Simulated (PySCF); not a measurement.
Cl3HOSi, SMILES Cl[Si](Cl)(O)Cl.

The structure is a stationary point at PBE0-D3(BJ)/def2-SVP. The values are those of a single conformer.

Computed with TDA-B3LYP/def2-SVPD in PySCF 2.14.0.

Vertical excitations. Isolated molecule, no solvent. State labels are in the subgroup Cs.

Computed lowest excited states:
```
state  symmetry  energy (eV)  λ (nm)      f                            main pairs
-----  --------  -----------  ------  -----  ------------------------------------
S1           A"         7.20     172  0.000                        HOMO→LUMO 96 %
S2           A"         7.31     170  0.005                      HOMO−1→LUMO 97 %
S3           A'         7.50     165  0.025                      HOMO−2→LUMO 96 %
S4           A"         7.96     156  0.000                      HOMO→LUMO+1 89 %
S5           A"         8.08     153  0.001  HOMO−1→LUMO+1 69 %, HOMO−3→LUMO 16 %
S6           A'         8.15     152  0.047                      HOMO−4→LUMO 76 %
S7           A"         8.19     151  0.088  HOMO−3→LUMO 74 %, HOMO−1→LUMO+1 17 %
S8           A'         8.25     150  0.068    HOMO−5→LUMO 78 %, HOMO−4→LUMO 13 %
S9           A'         8.38     148  0.022                    HOMO−2→LUMO+1 78 %
S10          A"         8.49     146  0.037                      HOMO−6→LUMO 84 %
T1           A"         6.84     181      0                        HOMO→LUMO 87 %
T2           A"         6.96     178      0                      HOMO−1→LUMO 90 %
T3           A'         7.11     174      0                      HOMO−2→LUMO 86 %
T4           A"         7.59     163      0  HOMO−3→LUMO 63 %, HOMO−1→LUMO+1 20 %
```
Triplets are in the Tamm–Dancoff approximation.
